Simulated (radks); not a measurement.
The numbers below are computed, except where a source is named.
The phosphorus anion P3-, [Ar], held by a Watson sphere: a shell of charge +3 at radius R that stands for the Madelung well of a crystal (potential energy -3/R inside, -3/r outside, in hartree with lengths in bohr). Level of theory: non-relativistic Kohn-Sham, PBEsol, spin-polarised, spherical densities, point nucleus (a radial shooting solver on a logarithmic mesh with Libxc functionals). Response by self-consistent Sternheimer equations with the Hartree and adiabatic LDA kernel. The sphere does not respond.

R (bohr)  e(2p) (eV)  e(3s) (eV)  e(3p) (eV)  <r> 3p (bohr)  sum of <r^2> (bohr^2)  X-ray form factor at sin(theta)/lambda = 0.3 1/angstrom  alpha (bohr^3)
2.53         -120.61     -14.723      -7.021          2.456                  54.37                                                    8.434           40.70
2.54         -120.61     -14.691      -7.000          2.460                  54.53                                                    8.434           40.99
2.64         -120.62     -14.380      -6.791          2.500                  56.17                                                    8.438           44.05
2.84         -120.64     -13.800      -6.381          2.580                  59.49                                                    8.452           50.94
3.1          -120.66     -13.125      -5.873          2.683                  63.89                                                    8.477           61.60
3.36         -120.64     -12.536      -5.399          2.784                  68.37                                                    8.501           74.52
4.09         -120.48     -11.285      -4.277          3.060                  81.63                                                    8.545           126.4
